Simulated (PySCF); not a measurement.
Geometry:
```
atom   x (Å)   y (Å)   z (Å)
  C1  -1.899  -1.197   0.235
  C2  -1.234   0.143   0.548
  C3  -1.988   1.297  -0.098
  N4   0.161   0.187   0.164
  C5   1.102  -0.624   0.914
  C6   2.499  -0.255   0.421
  N7   2.380  -0.075  -1.017
 Si8   0.807   0.545  -1.416
  H9  -1.913  -1.373  -0.853
 H10  -2.938  -1.223   0.600
 H11  -1.360  -2.034   0.704
 H12  -1.276   0.292   1.646
 H13  -3.037   1.317   0.231
 H14  -1.522   2.260   0.156
 H15  -1.994   1.198  -1.197
 H16   1.008  -0.425   1.997
 H17   0.935  -1.712   0.768
 H18   2.841   0.664   0.942
 H19   3.214  -1.058   0.670
 H20   3.230   0.193  -1.497
 H21   0.733   2.004  -1.762
 H22   0.179  -0.177  -2.574
```

Geometry: PBE0-D3(BJ)/def2-SVP; GIAO shifts from PySCF, gas phase, non-relativistic, averaged over equivalent atoms.

At KT2/pcSseg-1 (213 basis functions, 2.7 min wall time on 1 thread of an Intel Xeon, shared host):
| atoms | δ (ppm) |
| --- | --- |
| C2 | 54.6 |
| C5 | 53.1 |
| C6 | 49.3 |
| C1/C3 | 23.3 |
| N4 | 57.6 |
| N7 | 24.9 |
| Si8 | -35.8 |
| H21/H22 | 5.49 |
| H18/H19 | 3.40 |
| H12 | 3.13 |
| H16/H17 | 3.02 |
| H9/H10/H11/H13/H14/H15 | 1.22 |
| H20 | -0.13 |

Scale: 13C (183.22 ppm), 29Si (361.05 ppm), 1H (31.18 ppm) vs TMS; NH3 for 15N (264.30 ppm) (reference shieldings calculated alike).

Problem. Estimate the result of repeating the calculation with PBE0/pcSseg-1.

Solution. 
```json
{"atoms": "C2", "δ at PBE0/pcSseg-1": "51.2", "change": "-3.4"}
{"atoms": "C5", "δ at PBE0/pcSseg-1": "51.6", "change": "-1.5"}
{"atoms": "C6", "δ at PBE0/pcSseg-1": "47.2", "change": "-2.1"}
{"atoms": "C1/C3", "δ at PBE0/pcSseg-1": "23.0", "change": "-0.3"}
{"atoms": "N4", "δ at PBE0/pcSseg-1": "48.8", "change": "-8.8"}
{"atoms": "N7", "δ at PBE0/pcSseg-1": "20.5", "change": "-4.4"}
{"atoms": "Si8", "δ at PBE0/pcSseg-1": "-31.6", "change": "+4.2"}
{"atoms": "H21/H22", "δ at PBE0/pcSseg-1": "5.21", "change": "-0.28"}
{"atoms": "H18/H19", "δ at PBE0/pcSseg-1": "3.21", "change": "-0.19"}
{"atoms": "H12", "δ at PBE0/pcSseg-1": "2.86", "change": "-0.27"}
{"atoms": "H16/H17", "δ at PBE0/pcSseg-1": "2.85", "change": "-0.17"}
{"atoms": "H9/H10/H11/H13/H14/H15", "δ at PBE0/pcSseg-1": "1.17", "change": "-0.05"}
{"atoms": "H20", "δ at PBE0/pcSseg-1": "-0.23", "change": "-0.10"}
```

δ = σ(ref) − σ, references computed at the same level: TMS for 13C (σ = 184.41 ppm), 29Si (σ = 351.99 ppm), 1H (σ = 31.27 ppm); 15N (σ = 265.67 ppm) vs NH3.

The largest change is at N4 (nitrogen bonded to 2 C, Si, in a 5-membered ring). Cost: 213 basis functions, 2.7 min wall time (2.3 min CPU) on 1 thread of an Intel Xeon, shared host. The order of the carbon signals changes between the two levels.

The carbons averaged at δ 23.3 differ by 8 ppm in this conformer. Experimental scales use liquid or dissolved standards, which lie at an offset from isolated NH3 (liquid NH3: subtract about 20 ppm).
